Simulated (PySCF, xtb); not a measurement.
S4, SMILES S=S(=S)=S.

Harmonic wavenumbers (cm⁻¹) from GFN2-xTB (xtb) at its own minimum, in rising order: 147, 182, 182, 454, 655, 656.

What does PBE-D3(BJ)/def2-SVP in PySCF give at its own minimum? (The exact figures need the calculation; the answer reports its results.)

226, 226, 249, 455, 682, 682. Paired by order, the mean absolute difference is 41 cm⁻¹ and the zero-point energies are 3.3 and 3.6 kcal/mol.
